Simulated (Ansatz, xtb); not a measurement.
**Relative energy of two structures of BCuHN2**

We compare a, `[N]=N[BH][Cu]`, a doublet, with b, a doublet given by its coordinates. Both are isolated molecules in the gas phase, relaxed with PBE0-D3(BJ)/def2-SVP; the shapes shown needn't be the lowest conformers.

a (Å):

```xyz
5

B    -2.7487    1.3074    1.2920
Cu   -0.9122    0.6739    1.1705
N    -3.2716    3.6705    0.5105
N    -3.0538    2.6063    0.8660
H    -3.6824    0.6679    1.7138
```

b (Å):

```yaml
atoms:
  - { symbol: B, position_ang: [-2.8959, 1.8875, 1.0936] }
  - { symbol: Cu, position_ang: [-0.4122, 2.1880, 1.9877] }
  - { symbol: N, position_ang: [-3.6881, 0.9482, 0.6008] }
  - { symbol: N, position_ang: [-2.0583, 2.8001, 1.5950] }
  - { symbol: H, position_ang: [-4.6506, 1.1101, 0.3233] }
```

Close contacts (Å): B1–Cu2 2.66, B1–N3 1.32, B1–N4 1.34, Cu2–N4 1.80, N3–H5 1.01.

Task: Estimate which is lower in electronic energy at CCSD(T)/def2-SVP, and by roughly how much.

Result: The CCSD(T)/def2-SVP calculation puts structure b lower, by 0.263 eV.

Level by level:

```csv
level,geometry,E(b) − E(a) (eV),departure from the last row (eV),"job, with rough time for the two"
PBE0-D3(BJ)/def2-SVP,PBE0-D3(BJ)/def2-SVP,−0.206,+0.057,"optimisation, 2.9 min"
HF/def2-SVP,PBE0-D3(BJ)/def2-SVP,−0.885,−0.622,part of the CCSD(T) run
MP2/def2-SVP,PBE0-D3(BJ)/def2-SVP,−0.387,−0.124,part of the CCSD(T) run
CCSD(T)/def2-SVP,PBE0-D3(BJ)/def2-SVP,−0.263,,"single point, 86 s"
```

None of the levels shown reverses the order. The largest departure from CCSD(T)/def2-SVP is that of HF/def2-SVP, 0.622 eV. Levels run at GFN2-xTB geometries aren't shown. MP2 in a larger basis moves the difference by +0.004 eV, a step that isn't added because spin contamination makes open-shell MP2 unreliable in this search.

With harmonic frequencies from PBE0-D3(BJ)/def2-SVP (ideal gas, rigid rotor, one conformer each, 298.15 K, 1 atm): on the last row, ΔE + ΔZPE = −0.258, ΔH = −0.250, ΔG = −0.269 eV.

Open shells are spin-unrestricted, with notable spin contamination under HF/def2-SVP, MP2/def2-SVP, CCSD(T)/def2-SVP. The correlated steps freeze 8 core orbitals; the last core shell of Cu is correlated, in a basis made for valence electrons. Programs: Ansatz 0.2.0; the last row on 1 thread of Arm Neoverse V1 on a shared host.
